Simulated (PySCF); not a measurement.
C₅H₅FOSi.
Z-matrix (Å and degrees, PBE0-D3(BJ)/def2-SVP geometry), rows numbered from 1:
```
O 
C   1  1.2102
C   2  1.4557  1  124.03
C   3  1.3616  2  124.02  1   179.92
C   4  1.4617  3  118.39  2  -179.97
C   5  1.3514  4  114.08  3     0.01
F   6  1.3226  5  122.87  4  -179.97
Si  3  1.8718  2  127.83  1    -0.02
H   2  1.1221  1  120.91  3   180.00
H   4  1.0972  3  121.94  2     0.03
H   5  1.0929  4  122.42  3  -179.98
H   8  1.4885  3  115.46  2    65.77
H   8  1.4885  3  115.48  2   -65.85
```

Computed, not measured: PBE0-D3(BJ)/def2-SVP geometry optimisation, gas phase (PySCF 2.14.0).

Take the most abundant isotopes and a rigid rotor. The values belong to one conformer with, in the numbering `[O:1]=[CH:2][C:3]1=[CH:4][CH:5]=[C:6]([F:7])[SiH2:8]1`, O1–C2–C3–C4 180°.

**Question.** What are A, B and C (MHz)?

**Answer.** Ia = 117.82, Ib = 471.66, Ic = 583.42 u·Å²; 505379 MHz·u·Å²/I gives A = 4290, B = 1071, C = 866.2 MHz.

**Question.** What kind of rotor is it?

**Answer.** An asymmetric top. Ray's parameter κ = (2B − A − C)/(A − C) = -0.880; −1 is the prolate and +1 the oblate limit.

**Question.** Is it planar, by Δ = Ic − Ia − Ib?

**Answer.** Not planar: Δ = Ic − Ia − Ib = -6.06 u·Å². For a rigid frame Δ = −2 Σ m c², so Σ m c² = 3.03 u·Å² lies off the ab plane, practically all of it from hydrogen. The atom farthest from that plane is 1.23 Å away.

**Question.** Give the coordinates in the principal-axis frame, origin at the centre of mass.

**Answer.** The sense of each axis is arbitrary; atoms in the order of the calculation.
```csv
atom,mass (u),a (Å),b (Å),c (Å)
O1,15.995,-3.139,0.524,0.001
C2,12.000,-2.426,-0.454,0.000
C3,12.000,-0.971,-0.403,-0.001
C4,12.000,-0.170,-1.504,0.000
C5,12.000,1.279,-1.309,0.000
C6,12.000,1.661,-0.013,0.000
F7,18.998,2.929,0.361,0.000
Si8,27.977,0.124,1.115,0.000
H9,1.008,-2.865,-1.487,-0.001
H10,1.008,-0.581,-2.521,0.000
H11,1.008,1.982,-2.145,0.000
H12,1.008,0.051,1.956,1.226
H13,1.008,0.052,1.957,-1.226
```

**Question.** Where do the levels up to J = 2 lie, in cm⁻¹?

**Answer.** Above 0(0,0):
J = 1: 1(0,1) 0.0646, 1(1,1) 0.1720, 1(1,0) 0.1788
J = 2: 2(0,2) 0.1936, 2(1,2) 0.2944, 2(1,1) 0.3149, 2(2,1) 0.6370, 2(2,0) 0.6373

**Question.** Predict some low-J microwave lines.

**Answer.** The dipole components are |μa| = 1.92 D, |μb| = 2.12 D, |μc| = 0.00 D; the mirror of this Cs structure is the ab plane, so μc vanishes by symmetry and there are no c-type lines. The squared components, which scale the intensities, stand as 0.82 : 1.00 (a : b). Some lines, for components of 0.1 D or more:

```csv
type,branch,"J(Ka,Kc)",MHz,lower level (cm⁻¹)
b,R,"2(0,2) ← 1(1,1)",648,0.172
a,R,"2(1,1) ← 1(1,0)",4081,0.179
b,Q,"4(1,3) ← 4(0,4)",4462,0.642
a,R,"3(2,2) ← 2(2,1)",5813,0.637
a,R,"4(2,3) ← 3(2,2)",7743,0.831
a,R,"4(3,2) ← 3(3,1)",7769,1.385
b,R,"3(1,3) ← 2(0,2)",8522,0.194
a,R,"5(1,5) ← 4(1,4)",9137,0.722
a,R,"5(0,5) ← 4(0,4)",9504,0.642
a,R,"5(3,3) ← 4(3,2)",9718,1.644
b,Q,"4(2,3) ← 4(1,4)",11005,0.722
b,R,"2(2,1) ← 1(1,0)",13735,0.179
b,Q,"5(3,2) ← 5(2,3)",16368,1.422
b,Q,"4(3,2) ← 4(2,3)",16635,1.089
b,Q,"5(3,3) ← 5(2,4)",16686,1.412
b,R,"4(2,3) ← 3(1,2)",17096,0.519
b,R,"4(2,2) ← 3(1,3)",18468,0.478
b,R,"5(2,4) ← 4(1,3)",18622,0.790
b,Q,"5(4,1) ← 5(3,2)",23212,1.968
b,Q,"5(4,2) ← 5(3,3)",23219,1.968
b,R,"4(3,2) ← 3(2,1)",24331,0.832
```

**Question.** Estimate the classical rotational partition function at 25 K, 200 K and 500 K.

**Answer.** Point group Cs, symmetry number σ = 1; q = (√π/σ)·√((kT/h)³/(ABC)), k/h = 20836.6 MHz/K: 10600 at 25 K, 239000 at 200 K, 945000 at 500 K.

Stationary, but not proved a minimum. No vibrational averaging or centrifugal distortion is included, and the geometry carries the error of its method.
